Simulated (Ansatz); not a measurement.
## GaF (SMILES [F][Ga]): methods side by side

The species is GaF (2 atoms), meant as a singlet with charge 0. SMILES: `[F][Ga]`. Geometry: relaxed at PBE0-D4/def2-TZVP.

```xyz
2

F     0.0000    0.0000    0.0063
Ga    0.0000    0.0000    1.7929
```

Quantity: the energy change with the F1–Ga2 bond stretched from 1.787 to 3.573 Å, in eV. The values are calculated.

| level | kind | program | value (eV) | CPU time (all runs) |
| --- | --- | --- | --- | --- |
| HF/STO-3G (restricted) | Hartree–Fock | Ansatz | 8.83 | 0.79 s |
| SVWN5/STO-3G (restricted) | LDA | Ansatz | 7.10 | 13 s |
| BLYP/STO-3G (restricted) | GGA | Ansatz | 6.66 | 33 s |
| B3LYP/STO-3G (restricted) | global hybrid | Ansatz | 7.33 | 19 s |
| BHLYP/STO-3G (restricted) | global hybrid | Ansatz | 7.93 | 14 s |
| CAM-B3LYP/STO-3G (restricted) | range-separated hybrid | Ansatz | 7.92 | 20 s |
| B2PLYP/STO-3G (restricted) | double hybrid | Ansatz | 6.25 | 17 s |
| MP2/STO-3G (restricted) | perturbation theory | Ansatz | 5.51 | 2 s |

All-electron rows without a relativistic Hamiltonian named are non-relativistic. The first shape isn't each level's own minimum. The values span 5.51 to 8.83 eV. All rows use very small basis sets, so none should be taken for the real molecule's value. In the correlated wave-function rows the outer d shell of Ga is correlated, in sets not made for it. Times are those of the runs behind each value, whatever else they computed, on shared processors of several kinds: orders of magnitude only.
